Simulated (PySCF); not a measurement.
Be(H)(OSiH3) (BeH4OSi), SMILES [SiH3][O][BeH].

The structure is a stationary point at PBE-D3(BJ)/def2-TZVP.

These are PySCF with PBE-D3(BJ)/def2-TZVP values and carry that method's errors.

Frequencies are harmonic and unscaled.

Modes within 1.5 cm⁻¹ of each other (mostly degenerate sets) share a row, with their intensities summed.

**Question.** List the normal modes with their intensities. (The exact figures need the calculation; the answer reports its results.)

**Answer.** 
```tsv
mode	ν (cm⁻¹)	IR (km/mol)	moving atoms (share of kinetic energy)
1–2	92	0.0	O 55 %, H 26 %, Be 15 %
3–4	541	314.3	H 68 %, Be 29 %
5–6	708	109.5	H 84 %, Si 9 %
7	719	18.4	Be 38 %, Si 36 %, O 14 %, H 12 %
8–9	923	130.5	H 96 %
10	954	296.3	H 89 %, Si 11 %
11	1304	395.2	O 57 %, Be 30 %, H 10 %
12	2131	268.1	H 84 %, Be 15 %
13–15	2165	295.4	H 98 %
```
